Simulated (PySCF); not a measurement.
A structure optimised at TPSSh-D3(BJ)/def2-SVP, used in a PySCF frequency run:

```xyz
12

N      1.3766     1.3960     0.0000
Si     0.4121    -0.0508     0.0000
O      0.7822    -0.8604    -1.4133
O      0.7822    -0.8604     1.4133
Si    -1.9159     0.1369     0.0000
H      1.3886     1.9816     0.8334
H      1.3886     1.9816    -0.8334
H      1.7243    -0.8900    -1.6390
H      1.7243    -0.8900     1.6390
H     -2.3633     0.8970    -1.2037
H     -2.5978    -1.1878     0.0000
H     -2.3633     0.8970     1.2037
```

### Question
Write its SMILES, formula and point group.

### Answer
N[Si](O)(O)[SiH3], H₇NO₂Si₂, Cs

### Question
What are its rotational constants (standard atomic weights)?

### Answer
3.6699, 2.0545, 1.9774 GHz
